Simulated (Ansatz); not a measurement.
Job for Ansatz (a program for electronic structure): R-RI-MP2/def2-QZVPP on H3NSSn (SMILES [NH2][Sn][SH]), a point of a torsion scan. Elements past Kr take the def2 small-core potentials; no spin–orbit coupling. Files ending in .json are basis or fitting sets from the Basis Set Exchange. The run froze 15 orbitals, filled d shells among them.

Ansatz 0.2 input:
```yaml
crystal:
  periodic: [false, false, false]
  atoms:
    - {symbol: N, position_ang: [-1.29792454, 0.02361048, 0.15699532]}
    - {symbol: Sn, position_ang: [0.23728464, -0.88712400, 1.13822115]}
    - {symbol: S, position_ang: [1.95568566, -0.30278198, -0.53801838]}
    - {symbol: H, position_ang: [-2.24845184, 0.12923427, 0.48331927]}
    - {symbol: H, position_ang: [-1.21895431, 0.53096778, -0.71458802]}
    - {symbol: H, position_ang: [2.30011085, -1.54950754, -0.83222520]}
basis:
  gaussian:
    orbitals: def2-QZVPP.json
    fitting: {mean_field: def2-universal-JKFIT, correlation: def2-QZVPP-RIFIT.json}
magnetization: {spin_polarized: false}
correlation: {method: mp2, electrons: outside_noble_gas}
scf: {lower_state_search: off}
```

The head of its log:

```
WARN ansatz: RAYON_NUM_THREADS=1 ignored (pool sized by the plan → 1); use --threads N
Functional definition: HF
these checks for a lower state are left out or cut short: stability, starts, cluster_reference, orbital_swaps, neighbouring_geometries, increment
integrals: 0.36 GiB planned
477 factors; integrals over basis functions are off by at most 2.4e0 eV
mean field: 0.57 GiB planned
mean field evaluation 1: about -18150.8362 eV, gradient 4.2e1 eV
mean field evaluation 2: about -18152.7909 eV, gradient 3.2e1 eV
mean field evaluation 4: about -18154.8633 eV, gradient 1.5e0 eV
mean field evaluation 8: about -18154.8742 eV, gradient 2.3e-6 eV
mean field -18154.87419689 eV, -667.1793209200 hartree, gradient 2.3e-6 eV, S^2 0.000000; 0 other end points of the search recorded, 0 dependent functions left out
15 core orbitals not correlated
752 factors; their error is unknown
reference -18154.87419689 eV, -667.1793209200 hartree; 9, 9 occupied and 275, 275 virtual orbitals, 752 factors
```

Q: What total energy does the run end on?

A: -667.7006 hartree.
